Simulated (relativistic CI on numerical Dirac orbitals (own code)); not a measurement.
**Sensitivity of the levels of Ne8+ to α**

Computed by Dirac-Coulomb-Breit CI, KLI orbitals optimised for each configuration, derivatives by finite differences, unscaled Slater integrals, QED left out (own radial code, finite nucleus).

Configurations in the expansion: 1s², 1s2s, 1s2p. Levels of other configurations are missing.

With x = (α/α₀)² − 1 an excitation energy changes as ω = ω₀ + qx; K = 2q/ω₀ is the relative enhancement. Terms are leading LS components, so labels can repeat.

Lowest level 1s² ¹S0.

```tsv
Level	ω₀ (cm⁻¹)	q (cm⁻¹)	K
1s2s ³S1	7291323	5698	0.00156
1s2p ³P°0	7370011	7096	0.00193
1s2p ³P°1	7370303	7356	0.002
1s2p ³P°2	7371846	8936	0.00242
1s2s ¹S0	7375627	6615	0.00179
1s2p ¹P°1	7432397	7929	0.00213
```
